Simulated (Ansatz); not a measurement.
Consider the redistribution: `FB([SiH3])C[SiH3]` + `CS[SiH2]I` → `CSB(F)[SiH3]` + `[SiH3]C[SiH2]I`.

Isolated molecules relaxed with PBE0-D4/def2-TZVP in Ansatz; ΔE leaves out vibrations. CBS: MP2 limit from def2 TZ/QZ plus the TZ coupled-cluster correction, frozen cores. DFT in def2-TZVPP. B3LYP here is the variant with VWN-RPA as its local correlation; programs differ in this. def2 core potentials past Kr. For I outer-core shells are correlated without core-valence functions, which leaves a few kJ/mol of doubt a bond. Each species was taken in one conformer, which may not be the lowest.

| level | ΔE (kcal/mol) |
| --- | --- |
| B3LYP-D4 | -2.3 |
| r2SCAN | -3.1 |
| CCSD/def2-TZVPP | -3.2 |
| CCSD(T)/def2-TZVPP | -3.6 |

(1) What does CCSD(T)/CBS give? (An estimate is asked.)

Largest T1 diagnostic among the species: 0.014.

## Answers

(1) The calculation gave: -2.8 kcal/mol. The listed levels differ from it by 0.5, -0.3, -0.4, -0.8 kcal/mol.

In def2-TZVPP, CCSD(T) changes the Hartree–Fock value by −1.8 kcal/mol (the triples alone add −0.4 kcal/mol) and MP2 by −1.6 kcal/mol.
